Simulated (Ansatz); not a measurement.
System: sum formula SiAsH4, charge 0, multiplicity 2. It need not be the lowest isomer of its formula. 
Geometry from a B3LYP-D3(BJ)/def2-TZVP (Ansatz, a first-principles code) optimisation:
```xyz
6

Si    -1.5078     0.1377     0.3505
As     0.7860    -0.1027    -0.2172
H     -2.3121    -0.7446    -0.5262
H     -1.9512     1.5403     0.1591
H     -1.7412    -0.2460     1.7643
H      1.1758     0.9123     0.8614
```
Charge 0, spin multiplicity 2.

Basis-set convergence of Hartree-Fock and CCSD correlation energies (hartree) with Ansatz. Valence correlation only, unless marked. Open shells are spin-unrestricted. Spin-orbit coupling is left out. Frozen are the shells of the preceding noble gas and the d and f shells that filled before the atom's block. No relativistic terms.

| basis | functions | E(HF) | E(corr, CCSD) |
|---|---|---|---|
| def2-SVP | 70 | -2525.07933 | -0.23915 |
| def2-TZVPP | 146 | (withheld) | (withheld) |

Question: Fill in the missing entries.

Answer: 
- def2-TZVPP, E(HF): -2525.46268
- def2-TZVPP, E(corr, CCSD): -0.29089
